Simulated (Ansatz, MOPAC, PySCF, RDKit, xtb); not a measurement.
Noncovalent pair: CH5N (SMILES CN) (first 7 atoms) with H4OSi (SMILES O[SiH3]); geometry from B3LYP-D3(BJ)/def2-TZVP, rigid monomers moved along the line of their centres of mass till N2···H10 is 2.52 Å.
(charge 0, multiplicity 1):
```xyz
13

C      0.238    -0.361    -0.120
N     -0.269     0.971     0.236
H     -0.458    -1.116     0.245
H      1.192    -0.524     0.381
H      0.381    -0.512    -1.195
H     -1.164     1.148    -0.205
H      0.366     1.696    -0.079
O     -0.551     0.963     3.729
Si    -0.114    -0.418     4.484
H     -0.485     1.003     2.743
H     -0.932    -1.585     4.053
H     -0.299    -0.219     5.939
H      1.308    -0.779     4.229
```

```csv
level,interaction energy (meV),cost
MMFF94,-204.9,-
PM6,-205.0,-
PM7,-256.0,-
GFN2-xTB,-184.2,-
HF/6-31G*,-260.3,-
HF/aug-cc-pV(D+d)Z,-219.0,-
r2SCAN/def2-TZVPPD,-268.4,×2
B3LYP/3-21G (no counterpoise),-461.6,-
B3LYP/6-311+G** (no counterpoise),-269.4,-
B3LYP-D3(BJ)/def2-TZVPPD,-291.5,×1
B3LYP-D4/def2-TZVPPD,-290.7,×1
PBE0-D4/def2-TZVPPD,-294.7,×1
CCSD/aug-cc-pV(D+d)Z,-260.2,-
CCSD(T)/aug-cc-pV(D+d)Z,-270.0,×10
```

The rows run from -461.6 (B3LYP/3-21G (no counterpoise)) to -184.2 meV (GFN2-xTB). In aug-cc-pV(D+d)Z the value moves HF -219.0, CCSD -260.2, CCSD(T) -270.0, a shift of -51.1 from HF to CCSD(T).

Monomers are frozen at their geometry in the pair; levels with a basis set take the counterpoise correction. Rows marked so take none.

Cores are frozen in the correlated methods. Rows in 3-21G, 6-311+G**, 6-31G* carry no dispersion term and start afresh at each structure (6-31G* with six Cartesian d functions). The state that PM6, PM7 reach isn't checked; PM7 holds dispersion and hydrogen-bond terms.

Run with Ansatz (Gaussian orbitals); MOPAC for PM6, PM7 (differences of heats of formation); PySCF for 3-21G rows, 6-311+G** rows, 6-31G* rows, the dispersion terms; RDKit for the force fields; xtb for the GFN methods. Values without a source in brackets are computed.

Costs are rough ratios of core time to PBE/def2-TZVPPD (about 8 s over the structures, on one shared machine); a dash marks a level with no comparable run of its own.

Ansatz is a program for electronic structure.
